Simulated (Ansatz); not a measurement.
(NaH)4 cube (Na4H4), relaxed as a singlet with RKS PBE-D4/def2-SVP in Ansatz, starting from the GFN1-xTB geometry. Force threshold 0.02 eV/Å.

Start:

```
atom   x (Å)   y (Å)   z (Å)
 Na1   1.556   0.809  -0.446
  H2   1.389  -0.587   1.182
 Na3  -0.437   0.431   1.702
  H4  -0.201   1.899   0.144
 Na5  -1.312   0.553  -1.115
  H6   0.462  -0.454  -1.803
 Na7   0.193  -1.797  -0.138
  H8  -1.650  -0.854   0.473
```

**Question.** Estimate the energy that the relaxation releases and the steps that it takes.

**Answer.** 0.08 eV, in 3 steps; 3.8 s on 4 threads of Arm Neoverse V1 on a shared host. No frequencies were taken in this run, so the end may be a saddle point.

**Question.** Does the start keep its bonding and symmetry?

**Answer.** By distances, no bond broke or formed. The bond that changes most is Na5–H8, from 2.15 to 2.22 Å (atoms count from 1). Point group Td at the start, Td at the end, both within 0.05 Å.

**Question.** Predict the relaxed structure.

**Answer.** 
```xyz
8

Na    1.621    0.842   -0.465
H     1.426   -0.603    1.215
Na   -0.454    0.449    1.773
H    -0.208    1.951    0.150
Na   -1.366    0.577   -1.164
H     0.474   -0.468   -1.851
Na    0.199   -1.868   -0.144
H    -1.692   -0.879    0.486
```
Bond lengths (bridged metal pairs left out): 12 × H–Na 2.22 to 2.23 Å.
